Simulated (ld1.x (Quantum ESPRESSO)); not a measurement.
# Building the TM potential for aluminium (LDA (PZ), fully relativistic).

The input file (ld1.x (Quantum ESPRESSO) 7.5):

```
&input
   title='Al', zed=13., rel=2, dft='PZ', iswitch=3,
   config='[Ne] 3s2 3p1 3d-2', rel_dist='average',
   nld=5, rlderiv=0.90, eminld=-10.0, emaxld=5.0, deld=0.04
 /
 &inputp
   pseudotype=2, tm=.true., lloc=0,
   nlcc=.true., new_core_ps=.true., rcore=0.20,
   file_pseudopw='Al.UPF', file_wfcaegen='ae.wfc', file_wfcncgen='nc.wfc', file_beta='beta', file_chi='chi'
 /
3
2P  2  1   6.00   0.00  0.80  0.80  0.0
3D  3  2  -2.00  -0.10  0.70  0.70  0.0
2S  1  0   2.00   0.00  0.30  0.30  0.0
 &test
   configts(1)='2s2 2p6 3s2 3p1'
 /
```

Command:

```bash
ld1.x < Al.in > Al.out
```

The program printed (shortened: banner, matrices, multipoles, cross overlaps and the repeated all-electron block are left out):

```
Program LD1 v.7.5
     --------------------------- All-electron run ----------------------------

     Al
     dirac relativistic calculation

     atomic number is 13.00
     dft =PZ   lsd =0 sic =0 latt =0  beta=0.20 tr2=1.0E-14
     Exchange-correlation= PZ
                           (   1   1   0   0   0   0   0)
     mesh =1135 r(mesh) = 100.48924 a.u. xmin = -7.00 dx = 0.01250
     1 Ry =  13.60569312 eV, c = 137.03599908

     n l j   nl                  e(Ry)          e(Ha)          e(eV)
     Spin orbit split results
     1 0 0.5 1S 1( 2.00)      -110.5570       -55.2785     -1504.2041
     2 0 0.5 2S 1( 2.00)        -7.9002        -3.9501      -107.4873
     2 1 0.5 2P 1( 2.00)        -5.1447        -2.5723       -69.9969
     2 1 1.5 2P 1( 4.00)        -5.1123        -2.5561       -69.5557
     3 0 0.5 3S 1( 2.00)        -0.5759        -0.2879        -7.8355
     3 1 0.5 3P 1( 0.33)        -0.2058        -0.1029        -2.8001
     3 1 1.5 3P 1( 0.67)        -0.2046        -0.1023        -2.7831
     Averaged results
     1 0     1S 1( 2.00)      -110.5570       -55.2785     -1504.2041
     2 0     2S 1( 2.00)        -7.9002        -3.9501      -107.4873
     2 1     2P 1( 6.00)        -5.1231        -2.5615       -69.7028
     3 0     3S 1( 2.00)        -0.5759        -0.2879        -7.8355
     3 1     3P 1( 1.00)        -0.2050        -0.1025        -2.7888

     final scf error:  4.0E-15 reached in  21 iterations

     Etot =    -483.528134 Ry,    -241.764067 Ha,   -6578.735409 eV

     Ekin =     484.065424 Ry,     242.032712 Ha,    6586.045604 eV
     Encl =   -1158.380098 Ry,    -579.190049 Ha,  -15760.564133 eV
     Eh   =     225.739439 Ry,     112.869720 Ha,    3071.341535 eV
     Exc  =     -34.952899 Ry,     -17.476449 Ha,    -475.558416 eV

     normalization and overlap integrals

     s(1S/1S) =  1.000000  <r> =   0.1206  <r2> =    0.0196  r(max) =   0.0789
     s(2S/2S) =  1.000000  <r> =   0.6291  <r2> =    0.4750  r(max) =   0.4954
     s(2P/2P) =  1.000000  <r> =   0.6032  <r2> =    0.4634  r(max) =   0.4264
     s(2P/2P) =  1.000000  <r> =   0.6054  <r2> =    0.4668  r(max) =   0.4264
     s(3S/3S) =  1.000000  <r> =   2.5337  <r2> =    7.5172  r(max) =   2.0597
     s(3P/3P) =  1.000000  <r> =   3.4322  <r2> =   14.2051  r(max) =   2.6447
     s(3P/3P) =  1.000000  <r> =   3.4421  <r2> =   14.2860  r(max) =   2.6447

     ------------------------ End of All-electron run ------------------------

     --------------------- Generating NC pseudopotential ---------------------

      Generating local pot.: lloc=0, matching radius rcloc =   0.3000

      Computing core charge for nlcc:

       r > 0.20 : true rho core
      Core charge pseudized with two Bessel functions
      Integrated core pseudo-charge :   4.39

     Fully relativistic calculation: |psi|^2

     Wfc 2P LC norm =  0.99973574 SC norm =  0.00026264 missing  0.00000162

     Wfc 2P LC norm =  0.99973708 SC norm =  0.00024568 missing  0.00001724

      Wfc   2P  rcut= 0.807  Using Troullier-Martins method

      Wfc   2P  rcut= 0.807  Using Troullier-Martins method

      Wfc   3D  rcut= 0.694  Using Troullier-Martins method

      Wfc   3D  rcut= 0.694  Using Troullier-Martins method

     ------------------- End of pseudopotential generation -------------------

     Computing logarithmic derivative in   0.89702
     Computing logarithmic derivative in   0.89702
     Computing the partial wave expansion
       no projector for channel:   0
     R is outside the sphere for l=    1 j= 0.50
     R is outside the sphere for l=    1 j= 1.50
     R is outside the sphere for l=    2 j= 1.50
     R is outside the sphere for l=    2 j= 2.50

     ---------------------- Testing the pseudopotential ----------------------

     Al
     dirac relativistic calculation

     atomic number is 13.00   valence charge is 11.00
     dft =PZ   lsd =0 sic =0 latt =0  beta=0.20 tr2=1.0E-14
     mesh =1135 r(mesh) = 100.48924 xmin = -7.00 dx = 0.01250

     n l  j  nl             e AE (Ry)       e PS (Ry)    De AE-PS (Ry)
     1 0 0.5 2S   1( 2.00)       -7.90017       -7.89919       -0.00097
     2 1 0.5 2P   1( 2.00)       -5.14468       -5.14469        0.00001
     2 1 1.5 2P   1( 4.00)       -5.11225       -5.11235        0.00010
     2 0 0.5 3S   1( 2.00)       -0.57590       -0.57823        0.00234
     3 1 0.5 3P   1( 0.33)       -0.20581       -0.20446       -0.00135
     3 1 1.5 3P   1( 0.67)       -0.20456       -0.20326       -0.00130

     eps = 6.2E-15  iter = 12

     Etot =    -483.528134 Ry,    -241.764067 Ha,   -6578.735409 eV
     Etotps =  -169.848283 Ry,     -84.924141 Ha,   -2310.903614 eV

     Ekin =     122.195440 Ry,      61.097720 Ha,    1662.553659 eV
     Encl =    -310.767783 Ry,    -155.383891 Ha,   -4228.211084 eV
     Ehrt =     119.025375 Ry,      59.512688 Ha,    1619.422730 eV
     Ecxc =     -29.180579 Ry,     -14.590289 Ha,    -397.022001 eV
     (Ecc =      -8.219702 Ry,      -4.109851 Ha,    -111.834742 eV)
     Epseu=     -71.120737 Ry,     -35.560368 Ha,    -967.646919 eV

     ---------------------- End of pseudopotential test ----------------------
```

A Bessel basis up to 400 Ry misses an occupied level by 0.71 Ry, so cutoffs and ghosts were not judged. ld1.x takes every shell without a wave as core, so the model core holds the 3p, 3s electrons as well and exchange and correlation see them twice. This cancels in the reference configuration, but the file is broken for other ones, and its errors say nothing about a proper core correction.

Generation and configuration tests took about 1 s on one core of a shared server CPU.

Transferability test of the new file with ld1.x, input:

```
&input
   title='Al', zed=13., rel=2, dft='PZ', iswitch=2,
   config='[Ne] 3s2 3p1 3d-2', rel_dist='average'
 /
 &test
   file_pseudo='Al.UPF', nconf=8,
   configts(1)='2s2 2p6 3s2 3p1',
   configts(2)='2s2 2p6 3s2 3p0',
   configts(3)='2s2 2p6 3s1 3p0',
   configts(4)='2s2 2p6 3s0 3p0',
   configts(5)='2s2 2p6 3s1 3p1',
   configts(6)='2s2 2p6 3s1 3p2',
   configts(7)='2s2 2p5 3s2 3p1',
   configts(8)='2s2 2p6 3s0 3p3'
 /
```

```bash
ld1.x < Al.test.in > Al.test.out
```

Pseudopotential blocks of its output, shortened (energy terms left out):

```
     ---------------------- Testing the pseudopotential ----------------------

     n l  j  nl             e AE (Ry)       e PS (Ry)    De AE-PS (Ry)
     1 0 0.5 2S   1( 2.00)       -7.90017       -7.89919       -0.00097
     2 1 0.5 2P   1( 2.00)       -5.14468       -5.14469        0.00001
     2 1 1.5 2P   1( 4.00)       -5.11225       -5.11235        0.00010
     2 0 0.5 3S   1( 2.00)       -0.57590       -0.57823        0.00234
     3 1 0.5 3P   1( 0.33)       -0.20581       -0.20446       -0.00135
     3 1 1.5 3P   1( 0.67)       -0.20456       -0.20326       -0.00130

     eps = 6.8E-15  iter = 12

     Etot =    -483.528134 Ry,    -241.764067 Ha,   -6578.735409 eV
     Etotps =  -169.848283 Ry,     -84.924141 Ha,   -2310.903614 eV

     ---------------------- End of pseudopotential test ----------------------

          ---------------------- Testing the pseudopotential ----------------------

     n l  j  nl             e AE (Ry)       e PS (Ry)    De AE-PS (Ry)
     1 0 0.5 2S   1( 2.00)       -8.51515       -8.52277        0.00762  !
     2 1 0.5 2P   1( 2.00)       -5.76050       -5.76868        0.00818  !
     2 1 1.5 2P   1( 4.00)       -5.72802       -5.73630        0.00828  !
     2 0 0.5 3S   1( 2.00)       -1.09682       -1.11988        0.02305  !
     3 1 0.5 3P   1( 0.00)       -0.67422       -0.69782        0.02360  !
     3 1 1.5 3P   1( 0.00)       -0.67239       -0.69613        0.02374  !

     eps = 8.1E-15  iter = 19

     Etot =    -483.098408 Ry,    -241.549204 Ha,   -6572.888692 eV
     Etotps =  -169.408433 Ry,     -84.704216 Ha,   -2304.919147 eV
     dEtot_ae =       0.429726 Ry
     dEtot_ps =       0.439850 Ry,   Delta E=      -0.010124 Ry

     ---------------------- End of pseudopotential test ----------------------

          ---------------------- Testing the pseudopotential ----------------------

     n l  j  nl             e AE (Ry)       e PS (Ry)    De AE-PS (Ry)
     1 0 0.5 2S   1( 2.00)       -9.41786       -9.42952        0.01166  !
     2 1 0.5 2P   1( 2.00)       -6.66317       -6.67584        0.01266  !
     2 1 1.5 2P   1( 4.00)       -6.63053       -6.64331        0.01277  !
     2 0 0.5 3S   1( 1.00)       -1.75920       -1.82027        0.06107  !
     3 1 0.5 3P   1( 0.00)       -1.28001       -1.34152        0.06151  !
     3 1 1.5 3P   1( 0.00)       -1.27746       -1.33917        0.06172  !

     eps = 4.8E-15  iter = 10

     Etot =    -481.674209 Ry,    -240.837105 Ha,   -6553.511477 eV
     Etotps =  -167.944487 Ry,     -83.972243 Ha,   -2285.001146 eV
     dEtot_ae =       1.853925 Ry
     dEtot_ps =       1.903796 Ry,   Delta E=      -0.049871 Ry

     ---------------------- End of pseudopotential test ----------------------

          ---------------------- Testing the pseudopotential ----------------------

     n l  j  nl             e AE (Ry)       e PS (Ry)    De AE-PS (Ry)
     1 0 0.5 2S   1( 2.00)      -10.43616      -10.45278        0.01661  !
     2 1 0.5 2P   1( 2.00)       -7.68078       -7.69977        0.01899  !
     2 1 1.5 2P   1( 4.00)       -7.64789       -7.66702        0.01913  !
     2 0 0.5 3S   1( 0.00)       -2.36524       -2.58453        0.21928  !
     3 1 0.5 3P   1( 0.00)       -1.82621       -2.05744        0.23123  !
     3 1 1.5 3P   1( 0.00)       -1.82269       -2.05445        0.23176  !

     eps = 7.1E-15  iter = 14

     Etot =    -479.584301 Ry,    -239.792150 Ha,   -6525.076820 eV
     Etotps =  -165.746559 Ry,     -82.873280 Ha,   -2255.096824 eV
     dEtot_ae =       3.943834 Ry
     dEtot_ps =       4.101723 Ry,   Delta E=      -0.157890 Ry

     ---------------------- End of pseudopotential test ----------------------

          ---------------------- Testing the pseudopotential ----------------------

     n l  j  nl             e AE (Ry)       e PS (Ry)    De AE-PS (Ry)
     1 0 0.5 2S   1( 2.00)       -8.63997       -8.64696        0.00699  !
     2 1 0.5 2P   1( 2.00)       -5.88402       -5.89253        0.00850  !
     2 1 1.5 2P   1( 4.00)       -5.85151       -5.86010        0.00859  !
     2 0 0.5 3S   1( 1.00)       -1.15563       -1.17913        0.02350  !
     3 1 0.5 3P   1( 0.33)       -0.72514       -0.74450        0.01936  !
     3 1 1.5 3P   1( 0.67)       -0.72321       -0.74267        0.01946  !

     eps = 1.5E-15  iter = 16

     Etot =    -482.670694 Ry,    -241.335347 Ha,   -6567.069339 eV
     Etotps =  -168.978806 Ry,     -84.489403 Ha,   -2299.073783 eV
     dEtot_ae =       0.857440 Ry
     dEtot_ps =       0.869477 Ry,   Delta E=      -0.012036 Ry

     ---------------------- End of pseudopotential test ----------------------

          ---------------------- Testing the pseudopotential ----------------------

     n l  j  nl             e AE (Ry)       e PS (Ry)    De AE-PS (Ry)
     1 0 0.5 2S   1( 2.00)       -8.03124       -8.02777       -0.00347
     2 1 0.5 2P   1( 2.00)       -5.27468       -5.27297       -0.00171
     2 1 1.5 2P   1( 4.00)       -5.24223       -5.24060       -0.00163
     2 0 0.5 3S   1( 1.00)       -0.63714       -0.63994        0.00279
     3 1 0.5 3P   1( 0.67)       -0.25162       -0.24798       -0.00364
     3 1 1.5 3P   1( 1.33)       -0.25021       -0.24661       -0.00360

     eps = 6.6E-15  iter = 12

     Etot =    -483.149228 Ry,    -241.574614 Ha,   -6573.580126 eV
     Etotps =  -169.464290 Ry,     -84.732145 Ha,   -2305.679130 eV
     dEtot_ae =       0.378906 Ry
     dEtot_ps =       0.383992 Ry,   Delta E=      -0.005086 Ry

     ---------------------- End of pseudopotential test ----------------------

          ---------------------- Testing the pseudopotential ----------------------

     n l  j  nl             e AE (Ry)       e PS (Ry)    De AE-PS (Ry)
     1 0 0.5 2S   1( 2.00)       -9.83466       -9.84981        0.01515  !
     2 1 0.5 2P   1( 1.67)       -7.13881       -7.13831       -0.00050
     2 1 1.5 2P   1( 3.33)       -7.10337       -7.10330       -0.00007
     2 0 0.5 3S   1( 2.00)       -1.34351       -1.35239        0.00888  !
     3 1 0.5 3P   1( 0.33)       -0.85617       -0.85782        0.00166
     3 1 1.5 3P   1( 0.67)       -0.85356       -0.85545        0.00189

     eps = 7.4E-15  iter = 12

     Etot =    -477.436714 Ry,    -238.718357 Ha,   -6495.857412 eV
     Etotps =  -163.754406 Ry,     -81.877203 Ha,   -2227.992201 eV
     dEtot_ae =       6.091420 Ry
     dEtot_ps =       6.093876 Ry,   Delta E=      -0.002456 Ry

     ---------------------- End of pseudopotential test ----------------------

          ---------------------- Testing the pseudopotential ----------------------

     n l  j  nl             e AE (Ry)       e PS (Ry)    De AE-PS (Ry)
     1 0 0.5 2S   1( 2.00)       -8.15064       -8.14515       -0.00549  !
     2 1 0.5 2P   1( 2.00)       -5.39285       -5.39002       -0.00283
     2 1 1.5 2P   1( 4.00)       -5.36036       -5.35760       -0.00276
     2 0 0.5 3S   1( 0.00)       -0.68960       -0.69335        0.00376
     3 1 0.5 3P   1( 1.00)       -0.29100       -0.28599       -0.00501  !
     3 1 1.5 3P   1( 2.00)       -0.28946       -0.28447       -0.00499

     eps = 4.0E-15  iter = 14

     Etot =    -482.756009 Ry,    -241.378005 Ha,   -6568.230114 eV
     Etotps =  -169.063476 Ry,     -84.531738 Ha,   -2300.225769 eV
     dEtot_ae =       0.772125 Ry
     dEtot_ps =       0.784807 Ry,   Delta E=      -0.012682 Ry

     ---------------------- End of pseudopotential test ----------------------
```
